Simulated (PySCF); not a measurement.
Gas-phase reaction: ZnH₂ + 2 O → Zn + 2 OH

Energies from PySCF (xtb for GFN2), thermal terms from the rigid-rotor harmonic-oscillator model, ideal gas at 1 bar. † marks an energy on the PBE0/def2-TZVP geometry and frequencies; other levels use their own. MP2 and CCSD(T) freeze the core. 6-31G* has spherical d functions here. Open shells (unrestricted): O (multiplicity 3), OH (multiplicity 2); the rest are closed-shell singlets. GFN2 has no spin-polarisation term. Spin-orbit splitting is ignored; it lowers the true energy and changes the entropy of O, OH. B3LYP is the form with VWN-RPA correlation. Zn: all electrons, no relativistic terms. ZnH₂: computed as isolated molecules; such fragments, hydroxides, amides, oligomers or adducts are transient or little studied in the gas. MP2 isn't extrapolated to the basis-set limit. CCSD(T) isn't extrapolated to the basis-set limit.

```tsv
level	ΔH°(298 K), kJ
B3LYP/def2-TZVP†	-448
CCSD(T)/def2-SVP†	-376
GFN2-xTB	…
HF/6-31G*	-174
MP2/def2-SVP†	-376
MP2/def2-TZVPP†	…
PBE/def2-SVP	-441
PBE/def2-TZVP†	…
PBE0/def2-TZVP	-431
ωB97M-V/def2-TZVP†	-427
ωB97X-V/def2-TZVP†	…
```

Problem. Complete the blanks.

Solution. 
- GFN2-xTB, ΔH°(298 K), kJ: -740
- MP2/def2-TZVPP†, ΔH°(298 K), kJ: -426
- PBE/def2-TZVP†, ΔH°(298 K), kJ: -471
- ωB97X-V/def2-TZVP†, ΔH°(298 K), kJ: -415
